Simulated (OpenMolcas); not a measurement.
Computed transition rates of Pd II

- Program: OpenMolcas
- Method: CASSCF
- Basis: ANO-RCC-VQZP [8s7p5d3f2g1h]
- Scalar Hamiltonian: DKH2, point nucleus
- Active space: 9 electrons in 6 orbitals (4d 5s)
- State averaging: 2S+1 = 2 even, 29 roots; 2S+1 = 4 even, 10 roots kept (CI in the orbitals of an earlier block)
- Spin-orbit coupling: RASSI with atomic mean-field integrals over the reference wave functions, term energies averaged over their components

Rates come from the transition moments of the reference wave functions (E1 and E2 in the length form). At fixed line strength A goes as λ^-3 for E1 and M1 and as λ^-5 for E2, so a rate at the computed wavelength can be rescaled to the measured one. Measured vacuum wavelengths follow from level energies in NIST Handbook of Basic Atomic Spectroscopic Data. Branching counts decays inside the model space alone, at computed energies, and the table is only a selection of the E2 and M1 lines, drawn from those between levels with measured partners whose computed energy lies within a factor of 1.5 of the measured one.

| Upper | Lower | Type | λ computed (nm) | λ measured (nm) | A computed (s-1) | A rescaled (s-1) | Branching % |
| --- | --- | --- | --- | --- | --- | --- | --- |
| 4d8 5s 2F 7/2 | 4d9 2D 5/2 | E2 | 454.1 | 309.8 | 2.51e+00 | 1.70e+01 | 69.1 |
| 4d8 5s 2F 5/2 | 4d9 2D 5/2 | E2 | 404.4 | 290.5 | 1.91e+00 | 9.99e+00 | 52.9 |
| 4d8 5s 2F 5/2 | 4d9 2D 3/2 | E2 | 473.9 | 323.8 | 1.21e+00 | 8.13e+00 | 33.4 |
| 4d8 5s 2F 7/2 | 4d8 5s 4F 9/2 | M1 | 1192 | 1390 | 8.73e-01 |  | 24.0 |
| 4d9 2D 3/2 | 4d9 2D 5/2 | M1 | 2758 | 2825 | 7.75e-01 | 7.21e-01 | 100.0 |
| 4d8 5s 4F 5/2 | 4d8 5s 4F 7/2 | M1 | 5737 | 5458 | 2.94e-01 | 3.41e-01 | 90.5 |
| 4d8 5s 2F 5/2 | 4d8 5s 2F 7/2 | M1 | 3694 | 4664 | 2.65e-01 | 1.32e-01 | 7.3 |
| 4d8 5s 4F 7/2 | 4d8 5s 4F 9/2 | M1 | 5021 | 4968 | 2.55e-01 | 2.63e-01 | 89.0 |
| 4d8 5s 2F 5/2 | 4d8 5s 4F 3/2 | M1 | 1592 | 2234 | 1.12e-01 |  | 3.1 |
| 4d8 5s 2F 7/2 | 4d8 5s 4F 5/2 | M1 | 2147 | 2984 | 1.01e-01 |  | 2.8 |
| 4d8 5s 4F 3/2 | 4d8 5s 4F 5/2 | M1 | 9222 | 9816 | 7.96e-02 | 6.60e-02 | 72.6 |
| 4d8 5s 2F 5/2 | 4d8 5s 4F 5/2 | M1 | 1358 | 1820 | 6.33e-02 |  | 1.8 |
| 4d8 5s 2F 7/2 | 4d8 5s 4F 7/2 | M1 | 1562 | 1929 | 4.75e-02 |  | 1.3 |

Spin-changing lines and M1 lines between different terms are not rescaled, since their strength hangs on the term gaps too.

The largest correction is for 4d8 5s 2F 7/2 → 4d9 2D 5/2 (E2): 2.51e+00 × (454.1 / 309.8)^5 = 1.70e+01 s-1, a factor of 6.77.

The computed rate and branching of 4d9 2D 3/2 → 4d9 2D 5/2 give the upper level a radiative lifetime of 1.000 / 7.75e-01 s-1 = 1.29e+00 s, counting decays inside the model space alone. The rescaled rate gives about 1.4e+00 s.

These are rates of the free ion; in crystals, glasses and complexes forced electric-dipole and non-radiative decay shorten such lifetimes by orders of magnitude. No measured rate stands beside these. Rescaling mends the energy factor alone: line strengths can still be far off where a level mixes with configurations outside the active space, and weak or spin-changing lines hang on small mixing coefficients that depend on the term gaps too, so rescaling need not improve them.

Without dynamic correlation excited terms often stand tens of per cent too high (terms of higher spin than the ground term too low), and those without a measured partner can miss by more than the paired ones. Terms from blocks run as CI alone lack orbitals of their own. A single d shell beside an s shell can misplace configurations of different d count against each other. Measured partners are found by configuration, term and J. A level has none where our copy of the source lacks it or the pairing is in doubt (some pairs that miss far off the trend of their configuration count as doubtful). Only configurations of the active space appear.
